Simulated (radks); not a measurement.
All-electron atom: Sn35+ in [Ne] 3s2 3p3. All-electron calculation, scalar-relativistic Kohn-Sham, PBE, spin-polarised, spherical densities, finite nucleus; open shells are filled with parallel spins first (spin-orbit coupling, left out, can overturn this in heavy ions); Fermi nuclear charge, rms radius 4.6519 fm. Program: a radial shooting solver on a logarithmic mesh with Libxc functionals.

Unscreened Slater integrals over Kohn-Sham orbitals (eV). They are taken over the spin-up orbitals.

| integral | value |
|---|---|
| F0(3p,3p) | 83.184 |
| F2(3p,3p) | 41.860 |
| F0(3p,3s) | 81.726 |
| G1(3p,3s) | 52.869 |
| F0(3p,2p) | 110.01 |
| F2(3p,2p) | 28.036 |
| G0(3p,2p) | 11.172 |
| G2(3p,2p) | 12.318 |
| F0(3p,2s) | 106.70 |
| G1(3p,2s) | 8.8697 |
| F0(3s,3s) | 80.561 |
| F0(3s,2p) | 105.52 |
| G1(3s,2p) | 10.923 |
| F0(3s,2s) | 103.25 |
| G0(3s,2s) | 8.7218 |
| F0(2p,2p) | 229.61 |
| F2(2p,2p) | 109.13 |
| F0(2p,2s) | 210.55 |
| G1(2p,2s) | 119.56 |
| F0(2s,2s) | 198.52 |

Derived for the open shells (J is the average intra-shell exchange parameter used in DFT+U). 3p: J = F2/5 = 8.372 eV.
